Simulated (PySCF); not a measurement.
## Shifts of the heteroatoms

Numbering as in the mapped SMILES `[CH2:1]=[C:2]([CH2:3][C:4]([CH3:5])=[O:6])[SiH2:7][C:8]#[N:9]`. Each H is labelled by its parent atom. Ha(C1) is cis to C3; Hb(C1) is trans to C3.

How the numbers were obtained: σ from GIAO-PBE0/pcSseg-1, structure optimised with GFN2-xTB, in PySCF (a single conformation, relativity neglected, one averaged value for each set of equivalent atoms, in vacuum).

**Question.** Predict the $^{29}$Si NMR data.

**Answer.** 
```
atoms                 environment  σ (ppm)  δ (ppm)
  Si7  silicon bonded to 2 C, 2 H    428.0    -71.8
```

Shieldings were converted by a linear fit to measured shifts: $^{29}$Si: δ = 279.94 − 0.822σ (rms 8.9 ppm, 72 shifts, 25.8 ppm with the 6 outliers that the fit left out vs TMS, solution or neat liquid). A few per cent of atoms miss by over 2 rms, more outside the fitted compound classes.

On a 300 MHz spectrometer $^{29}$Si resonates near 59.6 MHz, so 1 ppm is 59.6 Hz.

**Question.** Where does $^{15}$N resonate?

**Answer.** 
```tsv
atoms	environment	σ (ppm)	δ (ppm)
N9	nitrile nitrogen	-86.9	-68.0
```

Shieldings were converted by a linear fit to measured shifts: $^{15}$N: δ = -148.07 − 0.921σ (rms 6.3 ppm, 71 shifts vs CH3NO2, solution or neat liquid). A few per cent of atoms miss by over 2 rms, more outside the fitted compound classes.

On a 400 MHz spectrometer $^{15}$N resonates near 40.5 MHz, so 1 ppm is 40.5 Hz.

**Question.** What are the $^{17}$O shifts?

**Answer.** 
```json
{"atoms": "O6", "environment": "ketone oxygen", "σ (ppm)": "-308.0", "δ (ppm)": "547.3"}
```

Shieldings were converted by a linear fit to measured shifts: $^{17}$O (scatter 10.7 ppm rms, 12.2 ppm with the 3 outliers that the fit left out vs liquid water, solution or neat liquid). A few per cent of atoms miss by over 2 rms, more outside the fitted compound classes.

On a 500 MHz spectrometer $^{17}$O resonates near 67.8 MHz, so 1 ppm is 67.8 Hz.
